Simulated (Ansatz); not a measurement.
The first iterations of a band of CuH3OS (6 atoms, charge 0, multiplicity 1).

Level of theory: RKS PBE0-D4/def2-SVP in Ansatz.

```yaml
movable_images: 5
climbing_image: yes
spring: 5.0 eV/Å²
optimiser: quadratic models (default)
start_path: IDPP
force_threshold: 0.03 eV/Å
iteration_limit: 60
end_points: relaxed
```

Image 0:

```xyz
6
Properties=species:S:1:pos:R:3
O 0.305 0.551 -1.483
Cu 0.155 -0.486 0.183
S 0.000 -1.617 1.977
H -0.525 0.766 -1.927
H 0.801 1.377 -1.426
H -0.694 -0.654 2.629
```

Image 6:

```xyz
6
Properties=species:S:1:pos:R:3
O 0.537 0.127 -1.489
Cu -0.160 0.018 0.349
S -0.951 -0.017 2.322
H -0.132 0.177 -2.184
H 1.151 0.854 -1.657
H -0.404 -1.222 2.612
```

| iteration | highest image above the first end (eV) | largest band force component (eV/Å) |
| --- | --- | --- |
| 1 | 0.141 | 0.498 |
| 2 | 0.062 | 0.321 |

Question: Does the band converge within its limit, and where does its top end?

Answer: It converged. It ended after 6 iterations with the highest image 0.012 eV above the first end. A vibrational analysis at the climbing image gives one clearly imaginary mode, 94i cm⁻¹: a first-order saddle point.

Time of the run: 110 s on 1 thread of Arm Neoverse V2, on a shared host, peak memory 0.16 GiB.
